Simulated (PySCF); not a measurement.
# Electron correlation in Kr (krypton, neutral)

[Kr], closed-shell 1S. Computed with PySCF 2.14 in aug-cc-pVQZ-DK, with the spin-free X2C one-electron Hamiltonian (Gaussian nucleus). Frozen: [Ar] 3d10; 8 electrons correlated.

```json
{"level": "CCSD", "correlation energy (mhartree)": "-210.65"}
{"level": "(T)", "correlation energy (mhartree)": "-7.12"}
{"level": "CCSD(T)", "correlation energy (mhartree)": "-217.77"}
```

Diagnostics: T1 = 0.0020, D1 = 0.0056, largest double amplitude 0.028.

Cost of the coupled-cluster step: roughly 4 core-seconds, for 8 correlated electrons.
